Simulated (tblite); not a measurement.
A geometry optimisation, step by step.

C₈H₁₄Si.
Atom-mapped SMILES: `[CH3:1][C:2]1=[CH:3][C@@H:4]1[C@:5]1([CH3:6])[CH2:7][CH2:8][SiH2:9]1` (hydrogens: H10, H11, H12 on C1; H13 on C3; H14 on C4; H15, H16, H17 on C6; H18, H19 on C7; H20, H21 on C8; H22, H23 on Si9)

Computed with GFN2-xTB (tblite), gas phase: L-BFGS steps from a force-field or distance-geometry start until the largest atomic force falls under 0.01 eV/Å. 7 of its 204 geometries are shown.

Step 0: E = -703.2721 eV, largest atomic force 2.744 eV/Å
```
atom  x, y, z in Å  |  force x, y, z in eV/Å
C1      3.216   -0.084   -0.476   -0.793  -0.395   0.744
C2      1.969   -0.318    0.348    0.468  -1.166   0.299
C3      1.203   -1.100    1.109    2.062   0.038  -0.699
C4      0.739    0.309    0.877    0.063   0.290   1.460
C5     -0.501    0.377    0.051    0.837   0.639  -0.208
C6     -0.340    1.147   -1.257    0.315   0.890   0.302
C7     -1.756    0.819    0.756   -0.862   1.778  -0.283
C8     -2.647   -0.252    0.185   -2.141  -1.222   1.205
Si9    -1.186   -1.343   -0.153    0.030  -1.169  -0.862
H10     2.942    0.668   -1.235    0.570  -0.377   0.303
H11     4.023    0.259    0.212   -0.577   0.063  -0.618
H12     3.570   -1.038   -0.924   -0.366   0.679   0.124
H13     1.069   -2.086    1.539    0.288   0.896  -0.070
H14     0.806    0.970    1.768   -0.066   0.082  -0.668
H15    -0.011    0.449   -2.031    0.087   0.580  -0.084
H16    -1.280    1.664   -1.549    0.646  -0.595  -0.025
H17     0.405    1.955   -1.054   -0.367  -0.563  -0.588
H18    -1.716    0.849    1.859    0.031  -0.078  -0.585
H19    -2.096    1.802    0.346    0.256  -0.240   0.918
H20    -3.163    0.019   -0.743   -0.162   0.119   0.605
H21    -3.340   -0.682    0.961    0.050   0.589  -1.014
H22    -0.868   -2.245    0.924   -0.404  -0.441   0.064
H23    -1.044   -1.837   -1.502    0.035  -0.396  -0.318
```

Step 34: E = -704.2953 eV, largest atomic force 0.129 eV/Å
```
atom  x, y, z in Å  |  force x, y, z in eV/Å
C1      3.187   -0.056   -0.482    0.022   0.022  -0.032
C2      2.050   -0.307    0.413    0.108  -0.058  -0.041
C3      1.443   -1.009    1.325   -0.067  -0.044   0.053
C4      0.753    0.260    0.901    0.017  -0.048   0.059
C5     -0.484    0.259    0.023   -0.023  -0.012   0.089
C6     -0.210    1.093   -1.227   -0.013  -0.021  -0.021
C7     -1.750    0.764    0.758   -0.061  -0.021   0.029
C8     -2.790   -0.234    0.216    0.028   0.014  -0.021
Si9    -1.389   -1.403   -0.348   -0.061   0.055   0.016
H10     2.906    0.653   -1.259    0.012  -0.010  -0.033
H11     4.012    0.378    0.086   -0.008  -0.021   0.005
H12     3.539   -0.978   -0.945   -0.024   0.001   0.039
H13     1.397   -1.853    1.972   -0.003   0.068  -0.065
H14     0.802    1.121    1.571   -0.062   0.023   0.003
H15     0.424    0.545   -1.921    0.042   0.011  -0.028
H16    -1.138    1.337   -1.734   -0.048  -0.005  -0.078
H17     0.292    2.023   -0.963   -0.029   0.031   0.016
H18    -1.629    0.639    1.834   -0.007   0.030   0.017
H19    -1.993    1.808    0.559    0.028   0.041   0.010
H20    -3.358    0.193   -0.609    0.020  -0.012   0.005
H21    -3.510   -0.579    0.955    0.047   0.002   0.016
H22    -1.120   -2.472    0.613    0.027  -0.028  -0.062
H23    -1.439   -1.882   -1.729    0.055  -0.017   0.023
```

Step 68: E = -704.3174 eV, largest atomic force 0.053 eV/Å
```
atom  x, y, z in Å  |  force x, y, z in eV/Å
C1      3.197   -0.111   -0.481    0.004  -0.005   0.001
C2      2.045   -0.319    0.406    0.016   0.004  -0.014
C3      1.417   -1.000    1.321   -0.004  -0.025   0.009
C4      0.759    0.282    0.894   -0.007  -0.003   0.018
C5     -0.485    0.288    0.028    0.001   0.001  -0.025
C6     -0.238    1.125   -1.226    0.016   0.009  -0.050
C7     -1.752    0.782    0.767   -0.015  -0.011   0.005
C8     -2.778   -0.243    0.248    0.001  -0.028  -0.009
Si9    -1.369   -1.378   -0.367   -0.006  -0.005   0.006
H10     2.938    0.545   -1.310   -0.006  -0.017   0.017
H11     4.008    0.358    0.081   -0.005  -0.001  -0.009
H12     3.561   -1.060   -0.873   -0.008  -0.003   0.015
H13     1.346   -1.841    1.965    0.002   0.004  -0.006
H14     0.815    1.140    1.567   -0.004   0.043  -0.003
H15     0.539    0.669   -1.837   -0.002   0.013  -0.018
H16    -1.140    1.199   -1.831    0.003   0.001   0.021
H17     0.080    2.136   -0.963   -0.011  -0.038   0.029
H18    -1.626    0.685    1.845    0.010   0.000   0.023
H19    -2.006    1.819    0.548   -0.021   0.016  -0.003
H20    -3.396    0.166   -0.548    0.013   0.012   0.001
H21    -3.450   -0.625    1.013    0.000   0.010   0.016
H22    -1.085   -2.502    0.524    0.022   0.016  -0.018
H23    -1.385   -1.816   -1.763    0.000   0.005  -0.006
```

Step 102: E = -704.3554 eV, largest atomic force 0.074 eV/Å
```
atom  x, y, z in Å  |  force x, y, z in eV/Å
C1      3.156   -0.489   -0.398    0.015  -0.015  -0.056
C2      1.980   -0.368    0.469   -0.034  -0.039   0.029
C3      1.266   -0.778    1.478    0.038   0.042  -0.025
C4      0.766    0.457    0.783    0.010  -0.024   0.017
C5     -0.483    0.431   -0.070   -0.021   0.027   0.000
C6     -0.328    1.417   -1.227   -0.014   0.007  -0.016
C7     -1.755    0.720    0.775   -0.006   0.001  -0.017
C8     -2.643   -0.468    0.357    0.005   0.009  -0.010
Si9    -1.202   -1.278   -0.597    0.008   0.018   0.028
H10     2.885   -0.325   -1.443   -0.006  -0.020   0.064
H11     3.895    0.268   -0.123   -0.025  -0.024  -0.017
H12     3.609   -1.476   -0.294   -0.010   0.066  -0.014
H13     1.092   -1.464    2.270   -0.006   0.001   0.023
H14     0.907    1.424    1.274    0.032  -0.016   0.013
H15     0.486    1.103   -1.881   -0.023   0.029   0.003
H16    -1.240    1.472   -1.818    0.011  -0.014   0.005
H17    -0.102    2.419   -0.857   -0.002  -0.038   0.020
H18    -1.521    0.684    1.840   -0.014   0.008  -0.026
H19    -2.202    1.694    0.562    0.031  -0.067  -0.001
H20    -3.480   -0.154   -0.264   -0.007  -0.023   0.002
H21    -3.054   -1.027    1.195   -0.010   0.048   0.015
H22    -0.616   -2.475    0.005   -0.011   0.020  -0.010
H23    -1.421   -1.485   -2.029    0.039   0.004  -0.027
```

Step 135: E = -704.3683 eV, largest atomic force 0.030 eV/Å
```
atom  x, y, z in Å  |  force x, y, z in eV/Å
C1      3.064   -0.660   -0.391   -0.002  -0.004  -0.026
C2      1.946   -0.393    0.520   -0.012  -0.024  -0.008
C3      1.226   -0.673    1.568    0.013   0.003  -0.009
C4      0.787    0.525    0.773   -0.004  -0.007   0.009
C5     -0.464    0.492   -0.078    0.000   0.005  -0.008
C6     -0.354    1.539   -1.184    0.001   0.003  -0.004
C7     -1.757    0.694    0.760    0.013   0.011   0.005
C8     -2.556   -0.560    0.355   -0.007  -0.004   0.014
Si9    -1.097   -1.225   -0.678   -0.001  -0.007  -0.007
H10     2.688   -0.792   -1.407    0.004  -0.008   0.029
H11     3.752    0.187   -0.400   -0.013  -0.001   0.012
H12     3.606   -1.556   -0.091   -0.011   0.017  -0.008
H13     1.021   -1.278    2.417    0.012   0.020  -0.009
H14     0.994    1.518    1.180   -0.006   0.005   0.014
H15     0.492    1.327   -1.834    0.007  -0.010  -0.003
H16    -1.258    1.556   -1.791    0.006   0.002  -0.015
H17    -0.214    2.532   -0.755    0.006   0.005   0.002
H18    -1.537    0.704    1.827    0.009  -0.006   0.006
H19    -2.270    1.623    0.516   -0.011   0.001   0.002
H20    -3.456   -0.323   -0.207   -0.012   0.016  -0.009
H21    -2.861   -1.161    1.208   -0.013  -0.021   0.005
H22    -0.442   -2.429   -0.174    0.013  -0.004   0.008
H23    -1.317   -1.348   -2.122    0.011   0.010   0.000
```

Step 169: E = -704.3706 eV, largest atomic force 0.016 eV/Å
```
atom  x, y, z in Å  |  force x, y, z in eV/Å
C1      3.051   -0.612   -0.432    0.002   0.001  -0.004
C2      1.954   -0.386    0.514    0.002  -0.006  -0.001
C3      1.255   -0.697    1.567    0.003   0.000   0.001
C4      0.785    0.509    0.804   -0.001   0.000  -0.001
C5     -0.464    0.473   -0.050   -0.003  -0.001  -0.008
C6     -0.329    1.498   -1.175    0.000   0.005  -0.003
C7     -1.762    0.696    0.772    0.000   0.001  -0.003
C8     -2.591   -0.524    0.323   -0.005   0.002   0.000
Si9    -1.106   -1.245   -0.635   -0.002   0.000  -0.007
H10     2.647   -0.738   -1.437    0.011  -0.005   0.011
H11     3.716    0.253   -0.445   -0.004  -0.007  -0.002
H12     3.624   -1.498   -0.164   -0.004   0.006   0.003
H13     1.076   -1.316    2.411    0.008   0.003  -0.006
H14     0.980    1.497    1.227    0.004   0.007   0.008
H15     0.522    1.258   -1.810   -0.004  -0.002   0.001
H16    -1.223    1.518   -1.795   -0.002  -0.002   0.005
H17    -0.174    2.497   -0.765   -0.007  -0.003   0.004
H18    -1.555    0.666    1.841    0.002   0.000  -0.004
H19    -2.245    1.647    0.548    0.003   0.003   0.010
H20    -3.442   -0.241   -0.294   -0.002  -0.004  -0.008
H21    -2.977   -1.112    1.152    0.001   0.003  -0.004
H22    -0.494   -2.442   -0.062    0.000   0.000   0.001
H23    -1.253   -1.401   -2.085   -0.002  -0.001   0.007
```

Step 203: E = -704.3731 eV, largest atomic force 0.007 eV/Å
```
atom  x, y, z in Å  |  force x, y, z in eV/Å
C1      3.066   -0.610   -0.447   -0.003  -0.005   0.001
C2      1.973   -0.380    0.502    0.000  -0.002   0.003
C3      1.290   -0.686    1.567    0.002  -0.006   0.002
C4      0.802    0.510    0.800   -0.004   0.000   0.004
C5     -0.460    0.461   -0.032   -0.005  -0.001  -0.002
C6     -0.359    1.485   -1.160   -0.002  -0.001   0.000
C7     -1.750    0.675    0.803   -0.001   0.005   0.000
C8     -2.618   -0.480    0.265    0.000   0.001   0.004
Si9    -1.112   -1.253   -0.617    0.000   0.000  -0.006
H10     2.655   -0.848   -1.429    0.001   0.000   0.001
H11     3.671    0.291   -0.546    0.000  -0.003   0.003
H12     3.699   -1.433   -0.118    0.003   0.003  -0.006
H13     1.128   -1.299    2.420    0.001   0.004  -0.005
H14     0.998    1.503    1.214   -0.001   0.007   0.000
H15     0.483    1.256   -1.811    0.000   0.001   0.000
H16    -1.264    1.492   -1.763   -0.003   0.000   0.002
H17    -0.212    2.486   -0.753    0.001  -0.002  -0.001
H18    -1.543    0.547    1.865    0.000  -0.003  -0.002
H19    -2.196    1.660    0.663   -0.001   0.001   0.000
H20    -3.397   -0.126   -0.408    0.004   0.001   0.000
H21    -3.107   -1.060    1.044    0.005   0.001  -0.002
H22    -0.550   -2.444    0.017    0.001   0.000   0.004
H23    -1.201   -1.448   -2.066    0.002  -0.001  -0.001
```

**Question.** Summarise the path.

**Answer.** The energy falls by 1.1009 eV from step 0 to step 203; nine tenths of that is first reached at step 25. It falls at every step. The largest force goes from 2.744 to 0.007 eV/Å. Among the bonds C5–Si9 changes most, from 1.863 to 1.925 Å; the atoms move by 0.693 Å rms after alignment.

**Question.** Follow the three bonds and two angles with the largest change from start to end.

**Answer.** 
| step | E above end (eV) | largest force (eV/Å) | C5–Si9 (Å) | C8–Si9 (Å) | C1–C2 (Å) | C4–C5–Si9 (°) | C3–C4–C5 (°) |
| --- | --- | --- | --- | --- | --- | --- | --- |
| 0 | 1.1009 | 2.744 | 1.863 | 1.854 | 1.513 | 108.9 | 112.7 |
| 9 | 0.2936 | 0.368 | 1.931 | 1.913 | 1.477 | 111.5 | 118.1 |
| 18 | 0.1481 | 0.191 | 1.932 | 1.915 | 1.472 | 116.0 | 120.8 |
| 26 | 0.1019 | 0.137 | 1.921 | 1.909 | 1.471 | 119.4 | 122.5 |
| 35 | 0.0755 | 0.101 | 1.928 | 1.909 | 1.469 | 119.7 | 122.6 |
| 44 | 0.0657 | 0.075 | 1.926 | 1.910 | 1.468 | 119.6 | 122.3 |
| 53 | 0.0603 | 0.059 | 1.927 | 1.911 | 1.468 | 119.9 | 121.6 |
| 62 | 0.0573 | 0.032 | 1.926 | 1.910 | 1.469 | 119.8 | 121.5 |
| 71 | 0.0545 | 0.053 | 1.926 | 1.908 | 1.469 | 119.1 | 121.7 |
| 79 | 0.0509 | 0.054 | 1.927 | 1.909 | 1.468 | 118.6 | 121.7 |
| 88 | 0.0452 | 0.113 | 1.927 | 1.910 | 1.469 | 118.3 | 121.9 |
| 97 | 0.0258 | 0.091 | 1.926 | 1.909 | 1.468 | 117.8 | 121.9 |
| 106 | 0.0149 | 0.046 | 1.925 | 1.909 | 1.467 | 118.5 | 121.2 |
| 115 | 0.0104 | 0.035 | 1.925 | 1.909 | 1.466 | 118.4 | 121.6 |
| 124 | 0.0078 | 0.040 | 1.925 | 1.908 | 1.466 | 118.1 | 121.6 |
| 132 | 0.0053 | 0.037 | 1.927 | 1.909 | 1.465 | 117.9 | 121.5 |
| 141 | 0.0039 | 0.023 | 1.925 | 1.909 | 1.466 | 117.7 | 121.6 |
| 150 | 0.0035 | 0.013 | 1.925 | 1.908 | 1.466 | 117.7 | 121.7 |
| 159 | 0.0029 | 0.023 | 1.924 | 1.908 | 1.465 | 117.8 | 121.7 |
| 168 | 0.0025 | 0.014 | 1.925 | 1.909 | 1.466 | 117.9 | 121.7 |
| 177 | 0.0019 | 0.021 | 1.925 | 1.909 | 1.466 | 118.3 | 121.9 |
| 185 | 0.0012 | 0.019 | 1.924 | 1.908 | 1.466 | 118.3 | 121.9 |
| 194 | 0.0004 | 0.016 | 1.924 | 1.908 | 1.466 | 118.5 | 121.9 |
| 203 | 0.0000 | 0.007 | 1.925 | 1.909 | 1.466 | 118.6 | 121.7 |

The cost below is that of the whole relaxation. On one thread of an Intel Xeon 6975P-C, shared host with 192 logical CPUs at a one-minute load of 45, this took 1.5 s.
